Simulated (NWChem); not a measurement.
System: GeNH2ClF2; SMILES [F][Ge]([Cl])([F])[NH2]

Excerpt of the output:

```
             Northwest Computational Chemistry Package (NWChem) 7.3.0
             --------------------------------------------------------

 C1  symmetry detected

                             Geometry "geometry" -> ""
                             -------------------------

 Output coordinates in angstroms (scale by  1.889725989 to convert to a.u.)

  No.       Tag          Charge          X              Y              Z
 ---- ---------------- ---------- -------------- -------------- --------------
    1 N                    7.0000     1.60363609    -0.97309327     0.37505722
    2 Ge                  32.0000     0.02515474    -0.20672763     0.01384310
    3 F                    9.0000    -0.47621236    -0.90826024    -1.47922464
    4 F                    9.0000    -1.25550567    -0.80781582     1.04452844
    5 Cl                  17.0000    -0.01202383     1.84972499    -0.04132166
    6 H                    1.0000     2.15408914    -0.59032388     1.12909611
    7 H                    1.0000     1.60537388    -1.98337946     0.41725817

 Effective nuclear repulsion energy (a.u.)     524.0235721527

                                Z-matrix (autoz)
                                --------

 Units are Angstrom for bonds and degrees for angles

      Type          Name      I     J     K     L     M      Value
      ----------- --------  ----- ----- ----- ----- ----- ----------
    1 Stretch                  1     2                       1.79148
    2 Stretch                  1     6                       1.00900
    3 Stretch                  1     7                       1.01117
    4 Stretch                  2     3                       1.72417
    5 Stretch                  2     4                       1.75035
    6 Stretch                  2     5                       2.05753
    7 Bend                     1     2     3               104.87791
    8 Bend                     1     2     4               112.27401
    9 Bend                     1     2     5               116.67232
   10 Bend                     2     1     6               117.97446
   11 Bend                     2     1     7               115.93427
   12 Bend                     3     2     4                99.05798
   13 Bend                     3     2     5               112.22201
   14 Bend                     4     2     5               110.23054
   15 Bend                     6     1     7               110.29763
   16 Torsion                  3     2     1     6         169.66156
   17 Torsion                  3     2     1     7         -56.30515
   18 Torsion                  4     2     1     6         -83.78873
   19 Torsion                  4     2     1     7          50.24456
   20 Torsion                  5     2     1     6          44.81575
   21 Torsion                  5     2     1     7         178.84904

                           NWChem Geometry Optimization
                           ----------------------------

 maximum gradient threshold         (gmax) =   0.000450
 rms gradient threshold             (grms) =   0.000300
 maximum cartesian step threshold   (xmax) =   0.001800
 rms cartesian step threshold       (xrms) =   0.001200
 fixed trust radius                (trust) =   0.300000
 source of zmatrix                         =   autoz

          -------------------
          Energy Minimization
          -------------------

 Using diagonal initial Hessian
 Scaling for Hessian diagonals: bonds = 1.00  angles = 0.25  torsions = 0.10

          --------
          Step   0

                                 NWChem DFT Module
                                 -----------------

 Summary of "ao basis" -> "ao basis" (spherical)
 ------------------------------------------------------------------------------
       Tag                 Description            Shells   Functions and Types
 ---------------- ------------------------------  ------  ---------------------
 N                          def2-svp                 6       14   3s2p1d
 Ge                         def2-svp                12       32   5s4p3d
 F                          def2-svp                 6       14   3s2p1d
 Cl                         def2-svp                 8       18   4s3p1d
 H                          def2-svp                 3        5   2s1p

            General Information
            -------------------
          SCF calculation type: DFT
          Wavefunction type:  closed shell.
          No. of atoms     :     7
          No. of electrons :    76
           Alpha electrons :    38
            Beta electrons :    38
          Charge           :     0
          Spin multiplicity:     1
          Use of symmetry is: off; symmetry adaption is: off
          Maximum number of iterations: 150
          AO basis - number of functions:   102
                     number of shells:    44
          Convergence on energy requested:  1.00D-06
          Convergence on density requested:  1.00D-05
          Convergence on gradient requested:  5.00D-04

              XC Information
              --------------
                         PBE0 Method XC Functional
                     Hartree-Fock (Exact) Exchange  0.250
          PerdewBurkeErnzerhof Exchange Functional  0.750
            Perdew 1991 LDA Correlation Functional  1.000 local
           PerdewBurkeErnz. Correlation Functional  1.000 non-local

             Grid Information
             ----------------
          Grid used for XC integration:  medium
          Radial quadrature: Mura-Knowles
          Angular quadrature: Lebedev.
          Tag              B.-S. Rad. Rad. Pts. Rad. Cut. Ang. Pts.
          ---              ---------- --------- --------- ---------
          N                   0.65       49           9.0       434
          Ge                  1.25      112           8.0       590
          F                   0.50       49          10.0       434
          Cl                  1.00       88          11.0       590
          H                   0.35       45          10.0       434
          Grid pruning is: on
          Number of quadrature shells:   437
          Spatial weights used:  Erf1

      Superposition of Atomic Density Guess
      -------------------------------------

 Sum of atomic energies:       -2788.19477190

      Non-variational initial energy
      ------------------------------

 Total energy =   -2789.275848
 1-e energy   =   -4928.340909
 2-e energy   =    1615.041489
 HOMO         =      -0.368649
 LUMO         =       0.006169

   convergence    iter        energy       DeltaE   RMS-Dens  Diis-err
 ---------------- ----- ----------------- --------- --------- ---------
 d= 0,ls=0.0,diis     1  -2791.5821654851 -3.32D+03  1.72D-02  1.11D+00
 d= 0,ls=0.0,diis     2  -2791.5030255181  7.91D-02  8.89D-03  2.32D+00
 d= 0,ls=0.0,diis     3  -2791.7061088817 -2.03D-01  1.15D-03  3.08D-02
 d= 0,ls=0.0,diis     4  -2791.7076722024 -1.56D-03  5.78D-04  6.10D-03
 d= 0,ls=0.0,diis     5  -2791.7082818365 -6.10D-04  1.48D-04  8.58D-04
  Resetting Diis
 d= 0,ls=0.0,diis     6  -2791.7083623684 -8.05D-05  3.30D-05  1.64D-05
 d= 0,ls=0.0,diis     7  -2791.7083639733 -1.60D-06  1.75D-05  1.55D-06
 d= 0,ls=0.0,diis     8  -2791.7083638378  1.35D-07  9.67D-06  3.16D-06

         Total DFT energy =    -2791.708363837824
      One electron energy =    -4928.222400842284
           Coulomb energy =     1747.890666002534
    Exchange-Corr. energy =     -135.400201150770
 Nuclear repulsion energy =      524.023572152695

 Numeric. integr. density =       75.999995223945

                       DFT Final Molecular Orbital Analysis
                       ------------------------------------

 Vector   36  Occ=2.000000D+00  E=-3.751045D-01
              MO Center= -3.2D-02,  1.5D+00, -9.4D-02, r^2= 1.9D+00
   Bfn.  Coefficient  Atom+Function         Bfn.  Coefficient  Atom+Function
  ----- ------------  ---------------      ----- ------------  ---------------
    87      0.507573  5 Cl pz                84      0.383818  5 Cl pz
    85      0.326609  5 Cl px                82      0.247802  5 Cl px
    81      0.222200  5 Cl pz                51     -0.163696  3 F  py
    79      0.143425  5 Cl px                54      0.117747  3 F  py
    66      0.067869  4 F  pz                 5      0.055546  1 N  py

 Vector   37  Occ=2.000000D+00  E=-3.732745D-01
              MO Center= -7.9D-02,  1.5D+00,  2.4D-02, r^2= 2.0D+00
   Bfn.  Coefficient  Atom+Function         Bfn.  Coefficient  Atom+Function
  ----- ------------  ---------------      ----- ------------  ---------------
    85      0.513861  5 Cl px                82      0.390681  5 Cl px
    87     -0.310844  5 Cl pz                84     -0.235616  5 Cl pz
    79      0.225858  5 Cl px                65     -0.177969  4 F  py
    81     -0.136221  5 Cl pz                68      0.128599  4 F  py
    64     -0.065147  4 F  px                 4     -0.061762  1 N  px

[...]

      ----------------------
      Optimization converged
      ----------------------

  Step       Energy      Delta E   Gmax     Grms     Xrms     Xmax
  ---- ---------------- -------- -------- -------- -------- --------
@    7   -2791.71177118 -3.4D-07  0.00012  0.00004  0.00072  0.00147
                                     ok       ok       ok       ok

                                Z-matrix (autoz)
                                --------

 Units are Angstrom for bonds and degrees for angles

      Type          Name      I     J     K     L     M      Value     Gradient
      ----------- --------  ----- ----- ----- ----- ----- ---------- ----------
    1 Stretch                  1     2                       1.78441   -0.00003
    2 Stretch                  1     6                       1.01512   -0.00006
    3 Stretch                  1     7                       1.01579   -0.00005
    4 Stretch                  2     3                       1.71602   -0.00003
    5 Stretch                  2     4                       1.72434    0.00002
    6 Stretch                  2     5                       2.11688   -0.00012
    7 Bend                     1     2     3               109.17732    0.00002
    8 Bend                     1     2     4               115.22247    0.00001
    9 Bend                     1     2     5               110.95976   -0.00003
   10 Bend                     2     1     6               116.03890   -0.00002
   11 Bend                     2     1     7               116.41202   -0.00001
   12 Bend                     3     2     4               103.12009   -0.00001
   13 Bend                     3     2     5               110.52476    0.00001
   14 Bend                     4     2     5               107.55367   -0.00000
   15 Bend                     6     1     7               111.37199    0.00001
   16 Torsion                  3     2     1     6         165.54724    0.00003
   17 Torsion                  3     2     1     7         -60.38422    0.00002
   18 Torsion                  4     2     1     6         -79.01801    0.00004
   19 Torsion                  4     2     1     7          55.05053    0.00003
   20 Torsion                  5     2     1     6          43.49177    0.00002
   21 Torsion                  5     2     1     7         177.56031    0.00001

                         Geometry "geometry" -> "geometry"
                         ---------------------------------

 Output coordinates in angstroms (scale by  1.889725989 to convert to a.u.)

  No.       Tag          Charge          X              Y              Z
 ---- ---------------- ---------- -------------- -------------- --------------
    1 N                    7.0000     1.60555752    -0.97336973     0.37250952
    2 Ge                  32.0000    -0.00111367    -0.29359856    -0.00251847
    3 F                    9.0000    -0.52150370    -0.88493027    -1.52706473
    4 F                    9.0000    -1.27022844    -0.77852026     1.05934255
    5 Cl                  17.0000     0.05420660     1.82255732    -0.00678231
    6 H                    1.0000     2.11280827    -0.52644372     1.12975170
    7 H                    1.0000     1.66478542    -1.98557008     0.43399847

 Effective nuclear repulsion energy (a.u.)     521.8895773899

                Final and change from initial internal coordinates
                --------------------------------------------------

                                Z-matrix (autoz)
                                --------

 Units are Angstrom for bonds and degrees for angles

[...]

 Rotational Constants
 --------------------
 A=   0.114076 cm-1  (  0.164126 K)
 B=   0.071611 cm-1  (  0.103029 K)
 C=   0.068668 cm-1  (  0.098796 K)

 Temperature                      =   298.15K
 frequency scaling parameter      =   1.0000

 Zero-Point correction to Energy  =   20.085 kcal/mol  (  0.032008 au)
 Thermal correction to Energy     =   24.553 kcal/mol  (  0.039128 au)
 Thermal correction to Enthalpy   =   25.145 kcal/mol  (  0.040072 au)

 Total Entropy                    =   84.838 cal/mol-K
   - Translational                =   41.154 cal/mol-K (mol. weight = 162.9063)
   - Rotational                   =   27.443 cal/mol-K (symmetry #  =        1)
   - Vibrational                  =   16.241 cal/mol-K

 Cv (constant volume heat capacity) =   22.453 cal/mol-K
   - Translational                  =    2.979 cal/mol-K
   - Rotational                     =    2.979 cal/mol-K
   - Vibrational                    =   16.494 cal/mol-K

[normal modes left out]

 ----------------------------------------------------------------------------
 Normal Eigenvalue ||           Projected Infra Red Intensities
  Mode   [cm**-1]  || [atomic units] [(debye/angs)**2] [(KM/mol)] [arbitrary]
 ------ ---------- || -------------- ----------------- ---------- -----------
    1       -0.000 ||    0.001071           0.025         1.044       0.284
    2       -0.000 ||    0.000430           0.010         0.419       0.114
    3       -0.000 ||    0.001512           0.035         1.474       0.401
    4       -0.000 ||    0.000206           0.005         0.201       0.055
    5       -0.000 ||    0.000295           0.007         0.288       0.078
    6        0.000 ||    0.001171           0.027         1.142       0.310
    7       80.777 ||    0.018851           0.435        18.377       4.993
    8      162.316 ||    0.003953           0.091         3.853       1.047
    9      201.294 ||    0.003674           0.085         3.581       0.973
   10      237.590 ||    0.029155           0.673        28.422       7.722
   11      246.525 ||    0.035509           0.819        34.616       9.405
   12      263.587 ||    0.019635           0.453        19.141       5.201
   13      435.881 ||    0.197515           4.557       192.547      52.316
   14      459.278 ||    0.057359           1.323        55.916      15.193
   15      722.968 ||    0.064397           1.486        62.777      17.057
   16      755.795 ||    0.081556           1.882        79.504      21.602
   17      782.070 ||    0.071744           1.655        69.940      19.003
   18      879.786 ||    0.047060           1.086        45.876      12.465
   19     1530.087 ||    0.038317           0.884        37.354      10.149
   20     3594.272 ||    0.054220           1.251        52.856      14.361
   21     3704.413 ||    0.065206           1.504        63.566      17.271
 ----------------------------------------------------------------------------
```

Level: PBE0/def2-SVP. 

Task: Write an input that gives this output.

Result: Several could match; the one computed here: the input that was run:
```
start job
memory heap 200 mb stack 900 mb global 1100 mb
geometry units angstroms
  N      1.885842    -0.339521     0.349755
  Ge     0.170366     0.111633     0.098762
  F     -0.443778     0.414616     1.681101
  F     -0.001423     1.717655    -0.575695
  Cl    -0.993397    -1.226446    -0.944609
  H      2.396821    -0.713127    -0.435996
  H      2.451912     0.334096     0.848019
end
basis spherical
  * library def2-svp
end
dft
  xc pbe0
  iterations 150
end
driver
  maxiter 120
end
task dft optimize
task dft freq
```
